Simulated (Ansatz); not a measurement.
Consider the formal exchange of groups at the Si–S bond: `N[SiH](S)Cl` + SiH₄ → `N[SiH]([SiH3])Cl` + H₂S.

Gas-phase electronic energies from Ansatz, PBE0-D4/def2-TZVP geometries. CCSD(T)/CBS adds triple-zeta CCSD(T) − MP2 to the extrapolated MP2 energy (def2 sets, frozen cores). This one scheme is used for every species. DFT in def2-TZVPP. HSE06 is defined as in plane-wave codes. Each species was taken in one conformer, which may not be the lowest.

(1) Is it downhill or uphill in electronic energy at CCSD(T)/CBS, and by how much? (Estimate.)

(2) What do these levels give: PBE-D4, r2SCANh-D4, HSE06-D4, MP2/def2-SVP, SCS-MP2/def2-TZVPP, MP2/def2-QZVPP? (Estimate.)

Largest T1 diagnostic among the species: 0.011.

Results:

(1) Ansatz gave: Uphill: ΔE = +0.72 eV.

(2) Ansatz gave: PBE-D4 0.61, r2SCANh-D4 0.72, HSE06-D4 0.65, MP2/def2-SVP 0.76, SCS-MP2/def2-TZVPP 0.79, MP2/def2-QZVPP 0.81 eV.

From PBE to PBE0 (25 % exact exchange), in def2-TZVPP and without D4, ΔE moves by +0.04 eV. At CCSD(T), def2-SVP lies −0.04 eV from the extrapolated value and def2-TZVPP −0.01 eV. Leaving LDA and LC-ωPBE aside and taking each functional with its dispersion term where it has one, the values, not all of them listed here, spread over 0.14 eV, from PBE-D4 to ωB97M-V.
